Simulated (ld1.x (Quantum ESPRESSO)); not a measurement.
Scattering properties, TM semilocal potential for erbium

```
Element                 : Er
Generator               : ld1.x (Quantum ESPRESSO) 7.5
Type                    : norm-conserving Troullier–Martins (semilocal form)
Functional              : PBE
Relativity              : scalar-relativistic
Frozen core             : [Kr]
Valence charge          : 32
Reference configuration : 4d10 4f12 5s2 5p6 5d0 6s2 6p0
Partial waves           : 5s (bound): rc 1.95 bohr; 4d (bound): rc 0.75 bohr; 4f (bound): rc 1.30 bohr; 5p (bound): rc 2.55 bohr
Local potential         : the p channel
Core correction         : Bessel-smoothed model core, default radius (core density twice the valence density)
```

Occupied shells without a wave of their own: 6s. They enter only through the test configuration that unscreens the potential, and ld1.x also counts them in the model core charge.

The phase is arctan(r·u′/u) with u = r·R(r), unwrapped; energies in Ry, scanned from -14 to 5 Ry. A pole is an energy at which the radial function vanishes at the test radius. The pseudo phase is shifted by a multiple of π to meet the all-electron one at the reference energy, and phase errors are pseudo minus all-electron; the curves can meet again beyond the range given. Levels narrower than the energy grid can be missing from the lists of poles.

Problem. For each channel, where are the poles, and over which energies does the pseudopotential scatter like the atom?

Solution.

```json
{"channel": "s", "radius (bohr)": "2.75", "reference energy (Ry)": "-3.81", "poles, all-electron": "-3.75, 2.96", "poles, pseudo": "-3.75, 1.80", "unbroken range about the reference energy with phases within 0.05 rad": "below -1.0", "phase error 1 Ry above the reference energy (rad)": "-0.003"}
{"channel": "p", "radius (bohr)": "2.75", "reference energy (Ry)": "-1.94", "poles, all-electron": "-1.75, 4.51", "poles, pseudo": "-1.75, 3.70", "unbroken range about the reference energy with phases within 0.05 rad": "below 0.2", "phase error 1 Ry above the reference energy (rad)": "-0.007"}
{"channel": "d", "radius (bohr)": "2.75", "reference energy (Ry)": "-12.15", "poles, all-electron": "0.94", "poles, pseudo": "0.94", "unbroken range about the reference energy with phases within 0.05 rad": "the whole range", "phase error 1 Ry above the reference energy (rad)": "+0.000"}
{"channel": "f", "radius (bohr)": "2.75", "reference energy (Ry)": "-0.23", "poles, all-electron": "-0.20, 4.08", "poles, pseudo": "-0.20, 4.32", "unbroken range about the reference energy with phases within 0.05 rad": "below 1.5", "phase error 1 Ry above the reference energy (rad)": "+0.006"}
```

The potential misses its own reference levels by up to 0.7 eV. ld1.x takes every shell without a wave as core, so the model core holds the 6s electrons as well and exchange and correlation see them twice. This cancels in the reference configuration, but the file is broken for other ones, and its errors say nothing about a proper core correction.

Phases in the p channel:

| E (Ry) | all-electron | pseudo |
| --- | --- | --- |
| -14.00 | 1.471 | 1.471 |
| -13.04 | 1.467 | 1.467 |
| -12.08 | 1.463 | 1.463 |
| -11.12 | 1.458 | 1.458 |
| -10.16 | 1.452 | 1.452 |
| -9.20 | 1.446 | 1.446 |
| -8.24 | 1.438 | 1.438 |
| -7.28 | 1.428 | 1.428 |
| -6.32 | 1.416 | 1.416 |
| -5.36 | 1.400 | 1.399 |
| -4.40 | 1.376 | 1.375 |
| -3.44 | 1.333 | 1.331 |
| -2.48 | 1.169 | 1.166 |
| -1.52 | -1.680 | -1.682 |
| -0.56 | -1.853 | -1.866 |
| 0.40 | -2.107 | -2.188 |
| 1.36 | -3.382 | -3.852 |
| 2.32 | -4.403 | -4.518 |
| 3.28 | -4.606 | -4.672 |
| 4.24 | -4.694 | -4.757 |
